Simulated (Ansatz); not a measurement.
Mulliken charges of GeH$_{5}$NOSi, SMILES `[NH2][GeH]1[O][SiH2]1` from ωB97M-V/def2-TZVPP in Ansatz (PBE0-D4/def2-TZVP geometry).

| atom | x (Å) | y (Å) | z (Å) | charge (e) |
| --- | --- | --- | --- | --- |
| N1 | -0.611 | 1.281 | -1.253 | -0.356 |
| Ge2 | 0.478 | 0.541 | -0.006 | 0.344 |
| O3 | 0.757 | -1.297 | -0.386 | -0.497 |
| Si4 | 0.041 | -1.381 | 1.096 | 0.313 |
| H5 | -0.324 | 2.159 | -1.655 | 0.115 |
| H6 | -1.607 | 1.251 | -1.105 | 0.118 |
| H7 | 1.834 | 1.255 | -0.103 | 0.027 |
| H8 | -1.327 | -1.960 | 1.162 | -0.033 |
| H9 | 0.849 | -1.896 | 2.233 | -0.030 |

By hand: the dipole of these point charges (1 e Å = 4.8032 D).

Σ q r = (-0.140, 0.494, 0.550) e Å, of length 0.752 e Å = 3.61 D.

How does the dipole of the full density compare? (Best estimate.)

The calculation gave: (-0.251, 0.446, 0.260) e Å, 2.76 D; the point charges give 1.31 times that, at 23° from its direction.

Point charges leave out the atoms' own dipoles, such as those of lone pairs, and Mulliken's split depends on the basis, so the two needn't agree.
